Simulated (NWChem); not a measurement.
System: PbF2, singlet; SMILES [Pb]([F])[F]

NWChem input:

```
start job
memory heap 200 mb stack 900 mb global 1100 mb
geometry units angstroms noautosym nocenter noautoz
  Pb     0.000000     0.000000     0.291192
  F     -1.528028     0.000000    -1.079091
  F      1.528028     0.000000    -1.079091
end
basis spherical
  * library def2-svpd
end
ecp
  Pb library def2-ecp
end
dft
  xc xpbe96 cpbe96
  iterations 150
end
property
  response 1 0.0
end
task dft property
```

Low-valent species are run as closed-shell singlets; no triplet was tried in these runs. Structure relaxed at the PBE0/def2-SVP level. def2 effective core potentials on Pb; no spin-orbit coupling.

Static field.

Give the results of this calculation. (PBE/def2-SVPD with def2 effective core potentials on Pb.) Quantities: isotropic polarisability (bohr³); anisotropy (bohr³).


```yaml
isotropic polarisability (bohr³): 39.4
anisotropy (bohr³): 12.8
```
